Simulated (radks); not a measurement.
Results of a calculation; reference values are marked as such.
He+, configuration 2p1 (not the ground configuration). Level of theory: non-relativistic Kohn-Sham, LDA (Slater exchange, Perdew-Wang correlation), spin-polarised, spherical densities, point nucleus; open shells are filled with parallel spins first (a radial shooting solver on a logarithmic mesh with Libxc functionals).

Normalised radial functions P(r) = r R(r), r in bohr:

```
   r/bohr * 1s up, o 3p up (the largest magnitude, 1.03, reaches the edge; | marks zero, & curves that meet)
  0.07375                             o        *
  0.09153                             o          *
   0.1145                             o            *
   0.1421                             o               *
   0.1764                             o                 *
   0.2189                             |o                   *
   0.2717                             |o                     *
   0.3372                             |o                       *
   0.4185                             | o                        *
   0.5194                             | o                        *
   0.6446                             |  o                      *
      0.8                             |   o                   *
   0.9929                             |    o              *
    1.232                             |     o         *
    1.542                             |      o   *
    1.913                             |     &
    2.375                             |  *o
    2.947                             |&
    3.658                         o   *
     4.54                     o       *
    5.634                  o          *
    6.993                  o          *
    8.679                    o        *
    10.77                       o     *
    13.37                          o  *
    16.59                            o*
    20.59                             &
```

1s up (empty): eigenvalue -49.143 eV, 0 radial nodes, <r> = 0.765 bohr, 90 % of the charge inside 1.36 bohr. 3p up (empty): eigenvalue -2.884 eV, 1 radial node at r = 3.08 bohr, <r> = 6.96 bohr, 90 % of the charge inside 10.4 bohr.
